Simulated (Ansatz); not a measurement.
Geometry optimisation, RKS PBE-D4/def2-SVP in Ansatz.

input.yaml

```yaml
crystal:
  periodic: [false, false, false]
  atoms:
    - { symbol: O, position_ang: [-1.0456, 1.7745, 1.1044] }
    - { symbol: C, position_ang: [-0.8472, 0.4336, 0.8386] }
    - { symbol: C, position_ang: [0.3504, 0.3033, -0.0912] }
    - { symbol: O, position_ang: [0.1853, 1.1108, -1.2621] }
    - { symbol: Si, position_ang: [0.9047, -1.5024, -0.3814] }
    - { symbol: H, position_ang: [-0.8494, 2.3068, 0.2696] }
    - { symbol: H, position_ang: [-0.6732, -0.0632, 1.8056] }
    - { symbol: H, position_ang: [-1.7031, 0.0461, 0.3554] }
    - { symbol: H, position_ang: [0.88519, 1.79662, -1.12098] }
    - { symbol: H, position_ang: [-0.5742, 0.6445, -1.7539] }
    - { symbol: H, position_ang: [1.107, -2.1861, 0.9546] }
    - { symbol: H, position_ang: [-0.1633, -2.1842, -1.0869] }
    - { symbol: H, position_ang: [2.098, -1.5404, -1.1882] }
basis:
  gaussian: { orbitals: def2-SVP }
hamiltonian:
  xc: pbe
  dispersion: d4
relax:
  f_tol: 0.02
  max_steps: 50
output:
  orbitals: {}
```

Command:

```bash
$ ansatz run input.yaml --threads 2 --pin off --max-ram 3072MiB --backend cpu --events-out ev --progress --plain --runs-dir out
```

Question: Where does it end, and by what steps?

Answer: The forces met the threshold. After 19 steps the energy has fallen by 1.958 eV; H6 moved furthest, 1.26 Å.

| step | energy less start (eV) | largest force component (eV/Å) | accepted |
| --- | --- | --- | --- |
| 0 | 0.0000 | 3.612 | yes |
| 1 | -0.9996 | 1.594 | yes |
| 2 | -1.3505 | 0.862 | yes |
| 3 | -1.6306 | 0.748 | yes |
| 4 | -1.7515 | 1.055 | yes |
| 5 | -1.8059 | 0.393 | yes |
| 6 | -1.8265 | 0.304 | yes |
| 7 | -1.8408 | 0.515 | yes |
| 8 | -1.8563 | 0.625 | yes |
| 9 | -1.8999 | 0.652 | yes |
| 10 | -1.8338 | 1.825 | no |
| 11 | -1.9448 | 0.497 | yes |
| 12 | -1.9509 | 0.142 | yes |
| 13 | -1.9543 | 0.084 | yes |
| 14 | -1.9556 | 0.077 | yes |
| 15 | -1.9568 | 0.051 | yes |
| 16 | -1.9575 | 0.058 | yes |
| 17 | -1.9578 | 0.035 | yes |
| 18 | -1.9579 | 0.025 | yes |
| 19 | -1.9580 | 0.020 | yes |

```xyz
13
Properties=species:S:1:pos:R:3
O -1.237 1.901 1.226
C -1.022 0.569 0.781
C 0.249 0.333 0.075
O 0.027 1.061 -1.475
Si 0.898 -1.366 -0.292
H -0.332 2.224 1.415
H -0.955 -0.168 1.635
H -1.960 0.282 0.236
H 0.951 1.225 -1.756
H -0.380 0.474 -2.158
H 1.355 -2.003 0.992
H -0.007 -2.369 -1.014
H 2.087 -1.221 -1.221
```

Whether the end is a true minimum wasn't checked by a vibrational analysis.

The run took 25 s on 2 threads of Intel(R) Xeon(R) 6975P-C (Granite Rapids), on a shared host, peak memory 0.17 GiB.
